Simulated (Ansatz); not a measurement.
Relaxation of CH₅AsMg (8 atoms, charge 0, multiplicity 1), to a largest force component of 0.015 eV/Å in at most 40 steps.

Theory: Ansatz 0.2.0, RKS LDA/def2-SVP.

```xyz
8
Properties=species:S:1:pos:R:3:forces:R:3
Mg -1.315 0.683 -0.717 0.82 -0.34 0.58
C 0.346 0.829 0.569 -0.55 0.33 -0.36
As 1.395 2.256 -0.270 0.30 0.10 0.10
H -2.287 -0.223 -1.712 -0.46 0.03 -0.39
H 0.174 1.147 1.607 -0.09 0.18 0.40
H 1.015 -0.041 0.635 0.16 -0.41 -0.09
H 0.228 3.226 -0.508 -0.19 0.20 0.00
H 1.238 1.775 -1.721 0.01 -0.10 -0.23
```

Question: Where does it end, and by what steps?

Answer: The run converged. The force dipped under the threshold on the way, but the program's further checks kept it going. After 8 steps the energy has fallen by 0.204 eV; H4 moved furthest, 0.40 Å.

| step | energy less start (eV) | largest force component (eV/Å) | accepted |
| --- | --- | --- | --- |
| 0 | 0.0000 | 0.822 | yes |
| 1 | -0.1548 | 0.294 | yes |
| 2 | -0.1868 | 0.262 | yes |
| 3 | -0.1733 | 0.285 | no |
| 4 | -0.2018 | 0.052 | yes |
| 5 | -0.2031 | 0.048 | yes |
| 6 | -0.2039 | 0.009 | yes |
| 7 | -0.2040 | 0.020 | yes |
| 8 | -0.2040 | 0.014 | yes |

```xyz
8
Properties=species:S:1:pos:R:3
Mg -1.155 0.391 -0.679
C 0.406 0.801 0.615
As 1.335 2.280 -0.308
H -2.392 0.146 -1.827
H 0.141 1.183 1.625
H 1.165 0.003 0.769
H 0.078 3.145 -0.570
H 1.216 1.704 -1.744
```

The run took 7 s on 1 thread of AMD EPYC 9R45 96-Core Processor (Zen 5), with other jobs on the host, peak memory 0.14 GiB.
